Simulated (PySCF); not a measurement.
Isomers of C6H9NO. Level of theory: TDDFT PBE0/def2-SVPD, vertical, gas phase, core orbitals frozen in the response (PySCF 2.14.0, density-fitted response routines). Geometries: GFN2-xTB; one conformer of each isolated species. Triplets are in the Tamm–Dancoff approximation.

A. `C=CC(=O)N(C)C=C`
B. `C=C[C@H]1CCNC1=O`
C. `O=CNC(CC=C)=C`
D. `C(C#C)C(=O)NCC`

Lowest singlet levels (six at most, fewer where fewer were computed) with oscillator strengths:

1. 213 nm (f 0.002); 190 nm (f 0.005); 184 nm (f 0.011); 182 nm (f 0.031); 181 nm (f 0.009); 179 nm (f 0.007); T1 5.30 eV
2. 269 nm (f 0.069); 266 nm (f 0.096); 200 nm (f 0.216); 198 nm (f 0.312); 192 nm (f 0.079); 186 nm (f 0.064); T1 3.62 eV
3. 233 nm (f 0.009); 216 nm (f 0.282); 208 nm (f 0.008); 205 nm (f 0.037); 203 nm (f 0.088); 180 nm (f 0.013); T1 3.76 eV
4. 224 nm (f 0.025); 194 nm (f 0.023); 191 nm (f 0.028); 185 nm (f 0.010); 181 nm (f 0.004); 173 nm (f 0.099); T1 4.38 eV

Problem. Match each spectrum to its molecule.

Solution. 1 = D, 2 = A, 3 = C, 4 = B.
- A: S1 at 4.61 eV, HOMO-1→LUMO (64%), HOMO→LUMO (28%); Löwdin shares by element: HOMO carbon 45% or more, nitrogen 26%, oxygen 12% (atoms not listed hold the other 17%); LUMO carbon 61% or more, oxygen 14% (atoms not listed hold the other 25%); HOMO -6.69 and LUMO -1.27 eV.
- B: S1 at 5.53 eV, HOMO→LUMO (65%), HOMO→LUMO+2 (20%); Löwdin shares by element: HOMO oxygen 48%, carbon 30% or more (atoms not listed hold the other 22%); LUMO carbon 62% or more, oxygen 7% (atoms not listed hold the other 30%); HOMO -7.07 and LUMO -0.07 eV.
- C: S1 at 5.31 eV, HOMO-2→LUMO (56%), HOMO-1→LUMO (28%); Löwdin shares by element: HOMO carbon 53% or more, nitrogen 18%, oxygen 10% (atoms not listed hold the other 19%); LUMO carbon 55% or more, oxygen 15% (atoms not listed hold the other 29%); HOMO -6.83 and LUMO -0.57 eV.
- D: S1 at 5.81 eV, HOMO→LUMO (61%), HOMO→LUMO+3 (11%), HOMO-1→LUMO (9%); Löwdin shares by element: HOMO oxygen 50%, carbon 19% or more, nitrogen 10% (atoms not listed hold the other 21%); LUMO carbon 42% or more, oxygen 15% (atoms not listed hold the other 43%); HOMO -7.36 and LUMO 0.36 eV.
